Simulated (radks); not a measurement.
Values are calculated unless marked as measured or tabulated.
Valence configurations of Dy IV (all share [Xe]). Code: a radial shooting solver on a logarithmic mesh with Libxc functionals. Model: scalar-relativistic Kohn-Sham, PBE, spin-polarised, spherical densities, finite nucleus; open shells are filled with parallel spins first (spin-orbit coupling, left out, can overturn this in heavy ions); Fermi nuclear charge, rms radius 5.2218 fm. Order these by energy: 4f8 6p1; 4f7 5d1 6s0.5 6p0.5; 4f8 5d1; 4f7 5d1 6p1; 4f7 6p2; 4f5 5d3 6p1; 4f6.5 5d1 6p1.5; 4f6 6p3; 4f6 5d1 6p2; 4f9.

Answer. From the lowest, in eV above it: 4f9 0.000; 4f8 5d1 9.245; 4f8 6p1 18.461; 4f7 5d1 6s0.5 6p0.5 30.587; 4f7 5d1 6p1 33.776; 4f7 6p2 45.608; 4f6.5 5d1 6p1.5 52.912; 4f6 5d1 6p2 74.778; 4f6 6p3 89.516; 4f5 5d3 6p1 95.362. NIST lists [Xe] 4f9 as the ground configuration; this level of theory agrees among the configurations tried. The energies are those of spherical high-spin densities, not of single terms.
